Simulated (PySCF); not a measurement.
Computed IR spectrum (relative IR intensity) of a molecule C5H5F. Coordinates come from a PBE-D3(BJ)/def2-SVP optimisation. One conformer was computed; it need not be the lowest. Method: PBE-D3(BJ)/def2-SVP in PySCF 2.14.0. No scaling factor is applied to the harmonic values.

Lines under 2 % of the strongest are left out, and lines within 2 cm⁻¹ are merged.

ν (cm⁻¹): 545 (w), 656 (m), 768 (vw), 815 (s), 865 (m), 928 (vw), 979 (w), 1019 (m), 1035 (m), 1052 (w), 1145 (vs), 1267 (m), 1348 (s), 1547 (w), 2874 (m), 3138 (w), 3149 (w), 3174 (vw) (against the strongest line: vs over 80 %, s over 45 %, m over 15 %, w over 4 %, vw less)

Problem. Pick the molecule that these values belong to.
A) FC1C=CC=C1
B) C=C(F)C#CC
C) C#C[C@H](F)C=C
D) C#C/C(F)=C/C

Solution. A, FC1C=CC=C1
